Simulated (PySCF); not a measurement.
C₃H₆FNSi, SMILES [SiH3]N1CC=C1F. Atoms are numbered in the order given.

```xyz
12

F     -0.5457     1.8820     0.6172
C     -0.7862     0.5946     0.4717
C     -1.7036    -0.2884     0.9101
C     -0.9364    -1.3418     0.1182
N     -0.0039    -0.2434    -0.3184
Si     1.6814    -0.2812    -0.7836
H     -2.6192    -0.2706     1.4898
H     -1.4605    -1.7946    -0.7383
H     -0.4262    -2.1174     0.7126
H      2.6310    -0.4842     0.3560
H      1.8188    -1.4244    -1.7265
H      2.0111     1.0072    -1.4496
```

Geometry optimised at B3LYP-D3(BJ)/def2-SVP. The structure was generated by enumeration, and PubChem lists no compound with its InChIKey, so it may never have been made.

Method: PBE/pcSseg-1 (PySCF).

GIAO shieldings, no solvent; atoms listed in one row are averaged. δ = σ(ref) − σ: ¹⁹F against CFCl3 (σ = 133.6 ppm); ¹³C against TMS (σ = 182.0 ppm); ¹⁵N against NH3 (σ = 267.0 ppm); ²⁹Si against TMS (σ = 335.4 ppm); ¹H against TMS (σ = 31.49 ppm), references at their B3LYP-D3(BJ)/def2-TZVP geometries, non-relativistic.

Problem. Estimate the chemical shifts. (The exact figures need the calculation; the answer reports its results.)

Solution. 
```tsv
nucleus	atoms	count	δ (ppm)
¹⁹F	F1	1	-96.9
¹³C	C2	1	155.9
¹³C	C3	1	78.5
¹³C	C4	1	51.8
¹⁵N	N5	1	99.0
²⁹Si	Si6	1	-65.9
¹H	H10, H11, H12	3	5.10
¹H	H7	1	4.47
¹H	H8	1	3.94
¹H	H9	1	3.81
```
